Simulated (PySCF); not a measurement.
Magnetisability: `N1=C(Br)C=PC=C1C#N`, C₅H₂BrN₂P

Molfile (atoms numbered from 1):
```
C5H2BrN2P
     RDKit          3D

 11 11  0  0  0  0  0  0  0  0999 V2000
   -3.2855   -1.1709   -0.6772 N   0  0  0  0  0  0  0  0  0  0  0  0
   -2.2318   -0.7807   -0.4598 C   0  0  0  0  0  0  0  0  0  0  0  0
   -0.9395   -0.2369   -0.1934 C   0  0  0  0  0  0  0  0  0  0  0  0
   -0.8133    1.1460   -0.1504 C   0  0  0  0  0  0  0  0  0  0  0  0
    0.6886    1.9635    0.1596 P   0  0  0  0  0  0  0  0  0  0  0  0
    1.7191    0.5794    0.3490 C   0  0  0  0  0  0  0  0  0  0  0  0
    1.2553   -0.7169    0.2403 C   0  0  0  0  0  0  0  0  0  0  0  0
    2.5074   -2.1506    0.4736 Br  0  0  0  0  0  0  0  0  0  0  0  0
    0.0367   -1.1176   -0.0087 N   0  0  0  0  0  0  0  0  0  0  0  0
   -1.6986    1.7449   -0.3197 H   0  0  0  0  0  0  0  0  0  0  0  0
    2.7669    0.7425    0.5607 H   0  0  0  0  0  0  0  0  0  0  0  0
  1  2  3  0
  2  3  1  0
  3  4  2  0
  4  5  1  0
  5  6  2  0
  6  7  1  0
  7  8  1  0
  7  9  2  0
  9  3  1  0
  4 10  1  0
  6 11  1  0
M  END
```

Method used: PySCF 2.14.0, GIAO HF/pcSseg-1 magnetisability, rotational g tensor and spin-rotation constants, non-relativistic, gas phase. Geometry: GFN2-xTB.

The calculation is non-relativistic, which matters for the atoms heavier than Zn.

Question: What are the magnetisability and the molar susceptibility?

Answer: Isotropic -1597 × 10⁻³⁰ J/T², or -96.2 × 10⁻⁶ cm³/mol; principal values -2203, -1317, -1271 × 10⁻³⁰ J/T², anisotropy 910 × 10⁻³⁰ J/T² (root of half the summed squared differences of the principal values). The susceptibility is in cgs units.

Question: Split it along the inertial axes a, b, c into diamagnetic and paramagnetic parts about the centre of mass, with the quadrupole moment.

Answer: 
| axis | χ (10⁻⁶ cm³/mol) | diamagnetic (10⁻⁶ cm³/mol) | paramagnetic (10⁻⁶ cm³/mol) | summed x² of all electrons (Å²) | quadrupole Θ (D Å) |
| --- | --- | --- | --- | --- | --- |
| a | -77.0 | -857.9 | 780.9 | 409.2 | +0.07 |
| b | -78.9 | -1799.8 | 1720.9 | 187.1 | -5.49 |
| c | -132.7 | -2529.8 | 2397.1 | 15.1 | +5.42 |

Anisotropies 2χaa − χbb − χcc = +57.6 and 2χbb − χaa − χcc = +51.9 × 10⁻⁶ cm³/mol. Θ is traceless in Buckingham's convention.

Question: And the rotational g tensor?

Answer: 
```csv
axis,rotational constant (GHz),g,nuclear part,electronic part
a,1.4792,-0.0399,0.5028,-0.5427
b,0.6163,-0.0151,0.4831,-0.4982
c,0.4350,-0.0010,0.4889,-0.4899
```
Asymmetric top; isotopes 79Br, 12C, 1H, 14N, 31P; no vibrational averaging.
